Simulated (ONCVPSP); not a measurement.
**Reading a pseudo-wave (gallium (Ga))**

Columns: radius, all-electron u(r) and pseudo u(r) of the 4s shell (level -10.12 eV) of gallium in the configuration [Ar] 3d10 4s1 4p2; PW91, scalar-relativistic, ONCV scheme, ONCVPSP 4.0.1.

```
r (bohr)  all-electron  pseudo
   0.140        0.1960  0.0063
   0.280       -0.0529  0.0212
   0.420       -0.2981  0.0519
   0.560       -0.2975  0.1022
   0.700       -0.1474  0.1723
   0.840        0.0507  0.2586
   0.980        0.2418  0.3544
   1.120        0.4028  0.4518
   1.260        0.5274  0.5423
   1.400        0.6170  0.6190
   1.540        0.6759  0.6759
   1.680        0.7096  0.7096
   1.820        0.7231  0.7231
   1.960        0.7209  0.7209
   2.100        0.7067  0.7067
   2.240        0.6837  0.6837
   2.380        0.6544  0.6544
   2.520        0.6209  0.6209
   2.660        0.5848  0.5848
   2.800        0.5474  0.5474
   2.940        0.5097  0.5097
   3.080        0.4724  0.4724
   3.220        0.4361  0.4361
   3.360        0.4012  0.4012
   3.500        0.3679  0.3679
   3.640        0.3364  0.3364
```

(1) How many radial nodes do the two functions have?

(2) At about which radius was the pseudo-wave matched?

(3) Is the pseudo-wave norm-conserving?

## Answers

(1) The all-electron 4s function has n − l − 1 = 3 (the table is too coarse to show those close to the nucleus); the pseudo-wave has 0, since the states of the same l below it are removed with the core.

(2) 1.55 bohr, where the columns begin to agree (steps of 0.14 bohr).

(3) Yes: the ONCV scheme keeps the norm inside the radius equal to the all-electron one, which fixes the energy derivative of the logarithmic derivative at the level.
